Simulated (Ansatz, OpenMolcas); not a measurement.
Worked example: the enthalpy of formation of GeH3 (SMILES [GeH3])

GeH3 has 4 atoms, charge 0, and is taken as a doublet. As SMILES, `[GeH3]`. The coordinates come from a PBE0-D4/def2-TZVP relaxation.

```xyz
4

Ge    0.2146   -0.1259   -0.2494
H     1.0550    0.1096    1.0183
H    -0.8828   -1.1759   -0.0001
H    -0.3868    1.1922   -0.7688
```

Total energies at UTPSS/def2-TZVPP (OpenMolcas 26.06); the atoms run unrestricted:

```tsv
species	state	energy (Eh)
GeH3	doublet	-2078.724910
Ge	triplet	-2076.884348
H	doublet	-0.499867
```

Harmonic wavenumbers at UPBE0-D4/def2-TZVP, in cm⁻¹: 695, 855, 855, 2111, 2151, 2151.

Measured heats of formation of the gaseous atoms at 298.15 K, in kJ/mol: Ge 372.0, H 218.0. Spin-orbit lowering of the atoms at 298 K (mean of the ground term's levels less their thermal mean, from spectra), in kJ/mol: Ge 10.39. Take 1 Eh = 2625.50 kJ/mol, 1 cm⁻¹ = 0.0119627 kJ/mol, RT = 2.479 kJ/mol.

Work out the heat of formation of the gas at 298 K.


1. Electronic atomisation energy: (-2076.884348) + 3 × (-0.499867) − (-2078.724910) = 0.340961 Eh = 895.2 kJ/mol.
2. Zero-point energy: half the sum of the wavenumbers, 4409 cm⁻¹ = 52.7 kJ/mol.
3. Thermal vibrational enthalpy, Σ hcν̃/(exp(hcν̃/kT) − 1): 0.6 kJ/mol. Translation, rotation and pV of a non-linear molecule: 4 RT = 9.9 kJ/mol.
4. The 4 free atoms carry 5/2 RT each: 24.8 kJ/mol.
5. Spin-orbit coupling lowers the free atoms by 10.39 = 10.4 kJ/mol.
6. Atomisation enthalpy at 298 K: 895.2 − 10.4 − 52.7 − 0.6 − 9.9 + 24.8 = 846.4 kJ/mol.
7. Sum of the atoms' heats of formation: 1026.0 kJ/mol. Heat of formation: 1026.0 − 846.4 = +179.6 kJ/mol.

No measured value is set beside it here. Relativity is left out. Anharmonicity and any spin-orbit splitting of the molecule are left out.
